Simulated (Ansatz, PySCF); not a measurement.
Gas-phase reaction in SMILES: C1CCC1 + 4 [H][H] (H2) → 4 C (CH4)
Structures are relaxed separately at B3LYP-D3(BJ)/def2-TZVP in Ansatz (an electronic-structure program), one conformer each, not searched for the lowest. Frequencies are from PySCF.

Quantity: energy of full hydrogenation (enthalpy at 298 K, with B3LYP-D3(BJ) rigid-rotor harmonic-oscillator terms), in kcal/mol. Correlated levels leave the core frozen unless marked. Spin-orbit coupling is left out. Non-relativistic. CBS marks a two-point X^-3 extrapolation of the correlation energy; Hartree-Fock from the larger set. The bracket is a focal-point correction in the basis named.

| level | program | energy of full hydrogenation (kcal/mol) |
|---|---|---|
| HF/6-31G | Ansatz | -100.5 |
| revPBE-D4/def2-TZVPD | Ansatz + dftd4 | -69.9 |
| r2SCAN0-D4/def2-TZVPD | Ansatz + dftd4 | -81.0 |
| B2GP-PLYP-D4/def2-TZVPD | Ansatz + dftd4 | -79.3 |
| B2PLYP-D4/def2-TZVPD | Ansatz + dftd4 | -79.2 |
| MP2/6-31G | Ansatz | -77.5 |
| MP2/6-31G* | Ansatz | -70.0 |
| MP2/cc-pVDZ | Ansatz | -74.6 |
| RI-MP2/aug-cc-pVTZ | Ansatz | -75.7 |
| RI-MP2/CBS(cc-pVTZ,cc-pVQZ)+[CCSD(T)-MP2]/cc-pVTZ | Ansatz | -77.7 |
